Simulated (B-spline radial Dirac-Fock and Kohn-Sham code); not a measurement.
Atomic SCF run for Se⁶⁺

ΔSCF core binding energies without Breit or QED terms, calculated with a B-spline atomic structure program. Keys: rel is the Hamiltonian (dirac, or spin-free x2c and nr, where L3 and M5 stand for the whole 2p and 3d shells), method is hf or an exchange,correlation pair (spin-unpolarised, also for the hole states), nuc the nuclear model, radius_factor scales its radius, rmax is the box in bohr, h the logarithmic mesh step, order the B-spline order, points the quadrature points per cell, c_factor scales the speed of light, and damp, ndamp, maxit and tol steer the iteration. The run stops when the commutator error falls below 10·tol·max(1, Z/10), or the numerical noise floor, and the energy has settled to about 1e-8 Ha; the virial ratio is −V/T.

Input (task.json):

```json
{"items": [{"Z": 34, "q": 6, "cfg": [[1, 0, 2], [2, 0, 2], [2, 1, 6], [3, 0, 2], [3, 1, 6], [3, 2, 10]], "A": 80, "rrms": 4.14, "do": "settings", "holes": ["K", "L3", "M5"],
  "settings": [{"rel": "dirac", "method": "hf", "nuc": "fermi", "radius_factor": 100.0, "rmax": 45.0, "h": 0.3, "order": 8, "points": 10, "c_factor": 1.0, "maxit": 84, "damp": 0.5, "ndamp": 3, "tol": 1e-08}]}]}
```

Command: `python xray2_run.py task.json out`

Ground-state iterations:

```
iter   energy (Ha)        error
   1    -2316.86218427  1.40e+00
   2    -2330.36196354  9.99e-01
   3    -2336.46968668  2.54e-01
   4    -2336.89797880  5.81e-02
   5    -2336.91321794  3.12e-02
   6    -2336.92072558  8.77e-04
   7    -2336.92073018  7.54e-05
   8    -2336.92073022  1.10e-05
   9    -2336.92073022  7.67e-07
  10    -2336.92073022  5.35e-08
```

The ground state converged in 10 iterations, with total energy -2336.92073 Ha, virial ratio 2.03595 and highest orbital energy -157.88 eV. ΔSCF binding energies: K (1s) 11822.6 eV, L3 (2p3/2) 1546.6 eV, M5 (3d5/2) 153.9 eV.

Question: One setting is unsound. Which, and why?

Answer: radius_factor inflates the nucleus far beyond its size, which weakens the binding of the inner electrons. With the default settings (Dirac Hartree-Fock): The ground state converged in 10 iterations, with total energy -2419.48108 Ha, virial ratio 1.97616 and highest orbital energy -157.10 eV. ΔSCF binding energies: K (1s) 12788.2 eV, L3 (2p3/2) 1539.0 eV, M5 (3d5/2) 153.2 eV.
